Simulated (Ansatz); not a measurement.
Frontier orbitals of Cl2FH3OSi2 (`F[Si](Cl)(Cl)O[SiH3]`).

```json
{"atom": "F1", "x (Å)": "-0.5767", "y (Å)": "0.9861", "z (Å)": "2.5195"}
{"atom": "Si2", "x (Å)": "-0.0363", "y (Å)": "1.0997", "z (Å)": "1.0454"}
{"atom": "Cl3", "x (Å)": "-1.0985", "y (Å)": "2.5340", "z (Å)": "0.0960"}
{"atom": "Cl4", "x (Å)": "1.9129", "y (Å)": "1.6291", "z (Å)": "1.1299"}
{"atom": "O5", "x (Å)": "-0.2155", "y (Å)": "-0.3139", "z (Å)": "0.3302"}
{"atom": "Si6", "x (Å)": "-0.0334", "y (Å)": "-1.2739", "z (Å)": "-0.9981"}
{"atom": "H7", "x (Å)": "-0.8216", "y (Å)": "-0.7083", "z (Å)": "-2.1189"}
{"atom": "H8", "x (Å)": "1.4021", "y (Å)": "-1.3327", "z (Å)": "-1.3637"}
{"atom": "H9", "x (Å)": "-0.5330", "y (Å)": "-2.6201", "z (Å)": "-0.6402"}
```

Charge 0, multiplicity 1. The geometry is a stationary point of PBE0-D4/def2-TZVP. It is one conformer, not always the lowest. Basis def2-TZVPP, Ansatz.

```csv
functional,HOMO (eV),LUMO (eV)
HF,-12.85,2.83
```

Task: Give HOMO and LUMO (eV) with LDA (SPW92), PBE, revPBE, BLYP, r2SCAN, B97M-V, PBE0, B3LYP, r2SCANh, r2SCAN0, HSE06 (plane-wave form), BHLYP, CAM-B3LYP, LC-ωPBE, ωB97X-V, ωB97M-V. (Estimate.)

Result: Ansatz gave: 
```json
{"functional": "LDA (SPW92)", "HOMO": "-8.05", "LUMO": "-1.48"}
{"functional": "PBE", "HOMO": "-7.93", "LUMO": "-1.18"}
{"functional": "revPBE", "HOMO": "-7.88", "LUMO": "-1.05"}
{"functional": "BLYP", "HOMO": "-7.78", "LUMO": "-1.05"}
{"functional": "r2SCAN", "HOMO": "-8.32", "LUMO": "-0.75"}
{"functional": "B97M-V", "HOMO": "-8.42", "LUMO": "-0.97"}
{"functional": "PBE0", "HOMO": "-9.39", "LUMO": "-0.28"}
{"functional": "B3LYP", "HOMO": "-9.12", "LUMO": "-0.51"}
{"functional": "r2SCANh", "HOMO": "-8.85", "LUMO": "-0.45"}
{"functional": "r2SCAN0", "HOMO": "-9.65", "LUMO": "-0.02"}
{"functional": "HSE06 (plane-wave form)", "HOMO": "-8.99", "LUMO": "-0.66"}
{"functional": "BHLYP", "HOMO": "-10.73", "LUMO": "0.61"}
{"functional": "CAM-B3LYP", "HOMO": "-10.79", "LUMO": "0.71"}
{"functional": "LC-ωPBE", "HOMO": "-12.20", "LUMO": "1.93"}
{"functional": "ωB97X-V", "HOMO": "-11.83", "LUMO": "1.76"}
{"functional": "ωB97M-V", "HOMO": "-11.67", "LUMO": "1.44"}
```

B3LYP here is the variant with VWN-RPA as its local correlation; programs differ in this. LC-ωPBE has ω = 0.4 bohr⁻¹. Positive LUMOs are unbound and depend on the basis.
